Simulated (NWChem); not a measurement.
Molecule: InF2, doublet; SMILES [F][In][F]

```xyz
3

In     0.0000     0.0000     0.2725
F     -1.6912     0.0000    -0.7418
F      1.6912     0.0000    -0.7418
```
Atoms are numbered in this order, from 1.

In the optimisation the excess spin sits in a1 (C2v, its own frame). Coordinates come from a PBE0/def2-SVP, spin-unrestricted optimisation. The spin multiplicity was typed, not searched, and may not be the lowest. No stability test was run on the SCF state. def2 effective core potentials on In; no spin-orbit coupling.

Symmetry labels are those of C2v in the frame above (b1 and b2, or b-type labels, depend on it).

Q: List the 6 lowest vertical excitations from B3LYP/def2-SVP with def2 effective core potentials on In, spin-unrestricted, TDA (NWChem).

A: 
```
state    energy (eV)  oscillator strength  symmetry of the excitation  <S²>
-------  -----------  -------------------  --------------------------  ----
state 1         3.11                0.001                          b1  0.77
state 2         3.16                0.000                          a2  0.77
state 3         3.47                0.012                          a1  0.77
state 4         3.50                0.001                          b2  0.78
state 5         4.24                0.037                          b1  0.78
state 6         4.29                0.122                          b2  0.76
```
